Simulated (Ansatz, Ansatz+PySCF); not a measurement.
```xyz
26

C     0.0000    0.7050    0.0000
C    -0.9970    1.7020    0.0000
C    -2.4070    1.7020    0.0000
C    -3.4040    0.7050    0.0000
C    -3.4040   -0.7050    0.0000
C    -2.4070   -1.7020    0.0000
C    -0.9970   -1.7020    0.0000
C     0.0000   -0.7050    0.0000
C     0.9970    1.7020    0.0000
C     2.4070    1.7020    0.0000
C     3.4040    0.7050    0.0000
C     3.4040   -0.7050    0.0000
C     2.4070   -1.7020    0.0000
C     0.9970   -1.7020    0.0000
H    -0.5818    2.7044    0.0000
H    -2.8222    2.7044    0.0000
H    -4.4065    1.1202    0.0000
H    -4.4065   -1.1202    0.0000
H    -2.8222   -2.7044    0.0000
H    -0.5818   -2.7044    0.0000
H     0.5818    2.7044    0.0000
H     2.8222    2.7044    0.0000
H     4.4065    1.1202    0.0000
H     4.4065   -1.1202    0.0000
H     2.8222   -2.7044    0.0000
H     0.5818   -2.7044    0.0000
```

Basis set: def2-SVP (spherical functions). Charge 0, multiplicity 1.

Computed with Ansatz (development build ahead of 0.2.0); each method stands on the lowest determinant of its kind that the runs found. Restricted functionals stand beside restricted open-shell atoms, which can lie above the unrestricted atoms usual in DFT and then raise those values.

Problem. Give the atomization energy at this shape (free ground-state atoms in the same class of orbitals less the molecule, no zero-point energy) of singlet C14H12 by ωB97X (restricted), PBE0 (unrestricted), PBE0 (restricted), RHF.

Solution.

| method | atomization energy |
| --- | --- |
| ωB97X (restricted) | 126.74 eV |
| PBE0 (unrestricted) | 129.11 eV |
| PBE0 (restricted) | 129.62 eV |
| RHF | 92.98 eV |

Caution for PBE0 (unrestricted): the unrestricted determinant is a mixture of spin states.

The shape needn't be a minimum at these levels.
